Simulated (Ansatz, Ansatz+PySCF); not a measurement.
| atom | x (Å) | y (Å) | z (Å) |
| --- | --- | --- | --- |
| H | 0.0000 | 0.0000 | 1.4738 |
| C | 0.0000 | 0.0000 | 0.3677 |
| C | 1.4538 | 0.0000 | -0.0944 |
| C | -0.7269 | 1.2590 | -0.0944 |
| C | -0.7269 | -1.2590 | -0.0944 |
| H | 1.5159 | 0.0000 | -1.1960 |
| H | 1.9929 | 0.8896 | 0.2680 |
| H | 1.9929 | -0.8896 | 0.2680 |
| H | -0.7580 | 1.3128 | -1.1960 |
| H | -1.7669 | 1.2811 | 0.2680 |
| H | -0.2260 | 2.1707 | 0.2680 |
| H | -0.7580 | -1.3128 | -1.1960 |
| H | -0.2260 | -2.1707 | 0.2680 |
| H | -1.7669 | -1.2811 | 0.2680 |

Basis set: def2-SVP (spherical functions). Correlated methods keep 4 orbitals frozen. Charge 0, multiplicity 1.

Computed with Ansatz (development build ahead of 0.2.0); each method stands on the lowest determinant of its kind that the runs found. Restricted open shells among the atoms or ions are ROHF, correlated in semicanonical orbitals with singles. Restricted functionals stand beside restricted open-shell atoms, which can lie above the unrestricted atoms usual in DFT and then raise those values.

The atomization energy at this shape (free ground-state atoms in the same class of orbitals less the molecule, no zero-point energy) of singlet C₄H₁₀:

```tsv
method	atomization energy
ωB97X (restricted)	57.05 eV
ωB97X (unrestricted)	56.76 eV
r²SCAN (restricted)	57.12 eV
r²SCAN (unrestricted)	56.81 eV
PBE0 (restricted)	57.18 eV
PBE0 (unrestricted)	57.00 eV
PBE (restricted)	57.50 eV
PBE (unrestricted)	57.37 eV
RHF-MP2	54.62 eV
UHF-MP2	54.59 eV
UHF	43.96 eV
```

Q: What does RHF give?

A: 44.40 eV.
